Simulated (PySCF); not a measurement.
CHN, charge -1, doublet, at a GFN2-xTB geometry (a state made from the parent by changing its charge; the spin is typed, not shown lowest) (in this run its highest filled SCF level lies above zero, so its values depend strongly on the basis, on diffuse functions most of all); PBE0/6-31G, frequencies run with PySCF.

Here is a job for PySCF.
```python
from pyscf import gto, scf, dft
from pyscf.hessian import thermo

mol = gto.M(
    atom='''
C    -0.468911    0.310351   -0.080898
N     0.619490   -0.224599    0.072865
H    -1.522963   -0.289913   -0.024669
''',
    basis='6-31g',
    charge=-1,
    spin=1,
    verbose=3,
)

mf = dft.UKS(mol)
mf.xc = 'pbe0'
mf.kernel()
hess = mf.Hessian().kernel()
freq = thermo.harmonic_analysis(mf.mol, hess)
print('frequencies / cm-1', freq['freq_wavenumber'].round(1))
th = thermo.thermo(mf, freq['freq_au'], 298.15, 101325)
thermo.dump_thermo(mf.mol, th)
```

Write the output that PySCF gives for this input, abridged.


```
converged SCF energy = -93.206173090018  <S^2> = 0.75543702  2S+1 = 2.0054296
frequencies / cm-1 [ 983.4 1658.5 1940.8]
temperature 298.1500 [K]
pressure 101325.00 [Pa]
Rotational constants [GHz] 605.03642 43.81894 40.85973
Symmetry number 1
Zero-point energy (ZPE) 0.01044 [Eh]   27410.259 [J/mol]
                           tot       elec      trans        rot        vib
Entropy [J/mol/K]       224.472      5.763    149.862     68.395      0.451
Cv [J/mol/K]             26.840      0.000     12.472     12.472      1.897
Cp [J/mol/K]             35.154      0.000     20.786     12.472      1.897
Internal energy [J/mol]                      3718.434   3718.434  27522.027
Internal energy [Eh]   -93.19286  -93.20617
Enthalpy [J/mol]                             6197.391   3718.434  27522.027
Enthalpy [Eh]          -93.19191
Gibbs free energy [J/mol]                  -38484.108 -16673.652  27387.577
Gibbs free energy [Eh] -93.21740
```
